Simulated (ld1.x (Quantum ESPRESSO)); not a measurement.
# u(r) = r·R(r): atom against pseudo-atom (Tc)

Columns: radius, all-electron u(r) and pseudo u(r) of the 5s shell (level -18.73 eV) of technetium in the configuration [Kr] 4d5 5s0 5p0; LDA (PZ), scalar-relativistic, PAW scheme, ld1.x (Quantum ESPRESSO) 7.5.

```tsv
r (bohr)	all-electron	pseudo
0.158	-0.0446	0.0450
0.315	0.2225	0.0907
0.473	0.0162	0.1385
0.630	-0.2419	0.1882
0.788	-0.3510	0.2408
0.945	-0.3108	0.2955
1.102	-0.1793	0.3520
1.260	-0.0085	0.4096
1.418	0.1650	0.4666
1.575	0.3201	0.5210
1.732	0.4489	0.5712
1.890	0.5492	0.6156
2.047	0.6208	0.6517
2.205	0.6671	0.6784
2.362	0.6913	0.6938
2.520	0.6973	0.6974
2.678	0.6885	0.6885
2.835	0.6686	0.6686
2.992	0.6402	0.6402
3.150	0.6058	0.6058
3.308	0.5674	0.5674
3.465	0.5272	0.5272
3.622	0.4862	0.4862
3.780	0.4452	0.4452
3.938	0.4053	0.4053
4.095	0.3672	0.3672
```

(1) How many radial nodes do the two functions have?

(2) At about which radius was the pseudo-wave matched?

(3) Is the pseudo-wave norm-conserving?

Answers

(1) The all-electron 5s function has n − l − 1 = 4 (the table is too coarse to show those close to the nucleus); the pseudo-wave has 0, since the states of the same l below it are removed with the core.

(2) 2.65 bohr, where the columns begin to agree (steps of 0.16 bohr).

(3) No, it belongs to a PAW set: the norm inside the radius is not constrained, and the difference is carried by the augmentation charge.
